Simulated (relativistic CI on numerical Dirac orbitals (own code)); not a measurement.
L2,3 absorption of cobalt in several valence states

Computed multiplet spectra 2p⁶3dⁿ → 2p⁵3dⁿ⁺¹ (Dirac-Coulomb-Breit ions, Slater integrals scaled by 0.9, an assumed crystal field that grows with the charge, no charge transfer; 300 K; Lorentzian 0.4 eV and Gaussian 0.3 eV FWHM at both edges, so that L2 comes out sharper than in experiment). Peaks over 5 % are given in eV from the highest peak in the L3 region of each spectrum (height, largest 100). S of the lowest state is read from ⟨S²⟩, and the branching ratio is the share of L3, cut at the minimum between the edges.

Field parameters in Wybourne normalisation: Oh B⁴₀ = 21Dq, B⁴₄ = √(5/14) B⁴₀. The field is a parameter set, without covalency.

- Co²⁺ (d7, Oh, 10Dq = 15950 cm⁻¹): S = 1.50, high spin, branching ratio 0.81; peaks -4.0 (67), -2.0 (78), -1.5 (87), 0.0 (100), 1.6 (20), 2.9 (9), 12.0 (6), 13.4 (24), 14.4 (23), 15.1 (24), 16.5 (6)
- Co³⁺ (d6, Oh, 10Dq = 20650 cm⁻¹): S = 0.06, low spin, branching ratio 0.66; peaks -2.8 (8), 0.0 (100), 1.3 (19), 2.3 (39), 4.4 (6), 14.3 (52), 15.1 (13), 15.6 (17), 16.1 (15)
- Co⁴⁺ (d5, Oh, 10Dq = 25300 cm⁻¹): S = 2.50, high spin, branching ratio 0.78; peaks -3.2 (37), -2.3 (11), 0.0 (100), 2.0 (20), 4.8 (7), 12.6 (11), 15.8 (14), 17.9 (10)
- Co⁵⁺ (d4, Oh, 10Dq = 29950 cm⁻¹): S = 1.86, high spin, branching ratio 0.70; peaks -4.5 (20), -3.4 (50), -1.5 (33), 0.0 (100), 2.2 (55), 4.2 (21), 5.6 (9), 10.0 (9), 11.5 (34), 12.5 (23), 14.5 (20), 16.1 (23), 16.4 (23), 18.1 (9), 19.4 (6)

The centroid of the whole edge, which also moves with the branching ratio, lies at 784.2 (Co²⁺), 789.2 (Co³⁺), 791.4 (Co⁴⁺), 796.3 (Co⁵⁺) eV in this ionic model, in steps of 2.2 to 5.0 eV. Compounds show about 1 to 2 eV a unit and lower energies for the high valences, since ligands screen the charge. The multiplet shape follows the d count and the spin state, and so serves as a fingerprint of valence. Real compounds of Co⁴⁺, Co⁵⁺ are mostly low spin, since covalency shrinks the Slater integrals more than this scale does. Co⁵⁺ lies at a spin crossover.
